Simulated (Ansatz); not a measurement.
Geometry optimisation, Ansatz, RKS PBE/def2-SVP.

The input (input.yaml):

```yaml
crystal:
  periodic: [false, false, false]
  atoms:
    - { symbol: B, position_ang: [-0.3251, 0.4519, -0.3747] }
    - { symbol: Br, position_ang: [1.7459, 1.1307, 0.5831] }
    - { symbol: "N", position_ang: [-0.2542, -0.7779, 0.1597] }
    - { symbol: H, position_ang: [0.9035, -0.6658, 0.8073] }
    - { symbol: Cl, position_ang: [-1.2389, 1.4593, -1.3231] }
    - { symbol: H, position_ang: [-0.8312, -1.5983, 0.1477] }
basis:
  gaussian: { orbitals: def2-SVP }
hamiltonian:
  xc: pbe
relax:
  f_tol: 0.15
  max_steps: 25
  restrain:
    - { distance: [3, 1], at: 1.51, k: 30.0 }
    - { distance: [0, 1], at: 3.34, k: 30.0 }
    - { distance: [3, 2], at: 2.32, k: 30.0 }
```

Launched with:

```bash
$ ansatz run input.yaml --threads 2 --pin off --max-ram 3072MiB --backend cpu --events-out ev --progress --plain --runs-dir out
```

**Question.** Where does it end, and by what steps?

**Answer.** The forces met the threshold. The restraints hold the end off the free minimum. After 11 steps the energy has risen by 0.205 eV (the restraints' own energy left out); H4 moved furthest, 0.67 Å. Joined: Br2–H4 (2.00 → 1.48 Å).

```csv
step,energy less start (eV),largest force component (eV/Å),accepted
0,0.0000,3.277,yes
1,1.0980,3.092,yes
2,1.1295,2.838,yes
3,0.6230,1.826,yes
4,0.4938,2.353,yes
5,0.2717,0.619,yes
6,0.2507,0.612,yes
7,0.2369,0.660,yes
8,0.2190,0.614,yes
9,0.2113,0.540,yes
10,0.2802,2.008,no
11,0.2049,0.557,yes
```

```xyz
6
Properties=species:S:1:pos:R:3
B -0.799 0.173 -0.545
Br 2.115 1.091 0.832
N -0.773 -0.990 -0.067
H 1.193 -0.064 0.725
Cl -0.918 1.718 -1.241
H -0.817 -1.927 0.295
```

Time of the run: 26 s on 2 threads of Intel(R) Xeon(R) Platinum 8259CL CPU @ 2.50GHz (Skylake/Cascade Lake), on a shared host, peak memory 0.16 GiB.
